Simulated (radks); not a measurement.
Values are calculated unless marked as measured or tabulated.
Spherical jellium clusters: N electrons in a uniform positive sphere of charge N and radius rs N^(1/3), rs = 2.44 bohr. Level of theory: non-relativistic Kohn-Sham, PBE, spin-polarised, spherical densities (a radial shooting solver with Libxc functionals). Levels are named by radial order and angular momentum (1s, 1p, 1d, 2s, ...), and open shells are averaged over m.

N = 32, configuration 1s2 1p6 1d10 2s2 1f(up 7, down 5). This is the lowest configuration that the search found. Occupied and some empty levels:

| level | occupation | eigenvalue (eV) | <r> (bohr) |
|---|---|---|---|
| 1s up | 1 | -10.174 | 4.329 |
| 1s down | 1 | -10.119 | 4.251 |
| 1p up | 3 | -8.3030 | 5.417 |
| 1p down | 3 | -8.1813 | 5.362 |
| 1d up | 5 | -6.1835 | 6.159 |
| 1d down | 5 | -6.0191 | 6.130 |
| 2s up | 1 | -5.7150 | 5.280 |
| 2s down | 1 | -5.6091 | 5.316 |
| 1f up | 7 | -3.8293 | 6.801 |
| 1f down | 5 | -3.6434 | 6.796 |
| 2p up | 0 | -3.0644 | 6.388 |
| 2p down | 0 | -2.9709 | 6.412 |
| 1g up | 0 | -1.3228 | 7.547 |
| 1g down | 0 | -1.1357 | 7.583 |
| 2d up | 0 | -0.82411 | 8.857 |
| 2d down | 0 | -0.73881 | 8.965 |

Energy (eV): total -34.8418, kinetic 139.07, external -4212.5, Hartree 2059.4, exchange-correlation -179.06, background 2158.2.
